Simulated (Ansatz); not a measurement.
Computed with Ansatz on PBE0-D4/def2-TZVP structures; ΔE is electronic, products minus reactants. CCSD(T)/CBS adds triple-zeta CCSD(T) − MP2 to the extrapolated MP2 energy (def2 sets, frozen cores). Double bonds are as drawn, so ΔE can hold a change between cis and trans. DFT in def2-TZVPP. B3LYP here is the variant with VWN-RPA as its local correlation; programs differ in this. Each species was taken in one conformer, which may not be the lowest.

Consider the formal exchange of groups at a B–O bond: `BOC(O)O` + `[SiH3]/C=C/Cl` → `B/C([SiH3])=C\Cl` + `OC(O)O`.

Q: Is it downhill or uphill in electronic energy at CCSD(T)/CBS, and by how much? (An estimate is asked.)

A: Ansatz gave: Uphill: ΔE = +28.0 kcal/mol.

Q: What do these levels give: r2SCAN-D4, ωB97X-V, ωB97M-V, B2PLYP, PBE0, B3LYP, HF/def2-TZVPP, MP2/def2-TZVPP, CCSD(T)/def2-TZVPP, MP2/def2-QZVPP, SCS-MP2/def2-QZVPP, MP2/CBS(def2)? (Estimate.)

A: The calculation gave: r2SCAN-D4 27.7, ωB97X-V 28.4, ωB97M-V 28.4, B2PLYP 29.0, PBE0 27.3, B3LYP 29.5, HF/def2-TZVPP 30.3, MP2/def2-TZVPP 27.4, CCSD(T)/def2-TZVPP 28.3, MP2/def2-QZVPP 27.3, SCS-MP2/def2-QZVPP 28.2, MP2/CBS(def2) 27.1 kcal/mol.

Largest T1 diagnostic among the species: 0.013.

In def2-TZVPP, CCSD(T) changes the Hartree–Fock value by −2.0 kcal/mol (the triples alone add −0.4 kcal/mol) and MP2 by −2.9 kcal/mol. The D4 term adds −1.1 kcal/mol with B3LYP and −0.6 kcal/mol with PBE0; it sums over pairs of atoms, weighted by their polarisabilities, and B3LYP, whose exchange is more repulsive, gets the larger term.
